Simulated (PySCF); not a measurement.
# From a computed spectrum to the compound

A species of 4 atoms with charge -1 has these harmonic modes (BP86, small Gaussian bases with core potentials, PySCF 2.14.0):

```csv
cm⁻¹,km/mol,symmetry
138,38.2,a2''
184,33.4,e'
184,33.4,e'
640,0.0,a1'
658,72.4,e'
658,72.4,e'
```

(1) Which species is it, and in which structure?

## Answers

(1) [BiO3]− (singlet):
```xyz
4

Bi    0.0000    0.0000    0.0000
O     1.9999    0.0000    0.0000
O    -0.9999    1.7320    0.0000
O    -1.0000   -1.7320    0.0000
```
Ideal gas at 298.15 K and 1 bar: S = 307.1 J/(mol K), Cp = 68.4 J/(mol K), H − H(0 K) = 15.8 kJ/mol (rigid rotor, harmonic modes, spin degeneracy alone). 
 The answer isn't unique; the calculation gave this one.
